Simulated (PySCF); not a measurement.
SMILES CC[N]C, doublet at its PBE0/def2-SVP optimised geometry (Å):

```
12

C     -1.2815    -0.7457     1.1751
C     -0.7039     0.0202     0.0000
N      0.7242     0.0202     0.0000
C      1.2823     0.7331    -1.0994
H     -2.3819    -0.7332     1.1576
H     -0.9458    -1.7932     1.1553
H     -0.9442    -0.3057     2.1254
H     -1.0784    -0.4024    -0.9593
H     -1.0777     1.0687     0.0000
H      2.3819     0.7147    -1.0673
H      0.9522     1.7932    -1.1110
H      0.9557     0.3075    -2.0716
```

Computed with unrestricted PBE0/def2-TZVP (PySCF 2.14.0). Cells within 0.4 Å of a nucleus heavier than hydrogen are left out (blank, or x).

Map of the Laplacian of the electron density (e/bohr⁵), clipped to [-1.50, 1.50] on the plane z = 0.0 Å:

```
|88888888888888888888888888888|
|88888888888888888888888888888|
|88888888888888888888888888888|
|88888888888888888888888888888|
|88888888888888888888888888888|
|88888888888888888888888888888|
|88888888888888888888888888888|
|88888888888888888888888888888|
|88888888888888888888888888888|
|88888888888888888888888888888|
|88888888887588888888888888888|
|88888888882079999998888888888|
|88888888887358999999888888888|
|88888888898xx675xx99888888888|
|88888888899xxx40xx79888888888|
|888888888989x786x089888888888|
|88888888889899999998888888888|
|88888888888998888888888888888|
|88888888888888888888888888888|
|88888888888888888888888888888|
|88888888888888888888888888888|
|88888888888888888888888888888|
|88888888888888888888888888888|
|88888888888888888888888888888|
|88888888888888888888888888888|
|88888888888888888888888888888|
|88888888888888888888888888888|
|88888888888888888888888888888|
|88888888888888888888888888888|
```
Scale: ten equal steps from -1.50 (start of '0') to 0.317 (end of '9'), in the order '0123456789'; x runs from -4.50 to 4.50, y from -4.50 (bottom) to 4.50 (top).
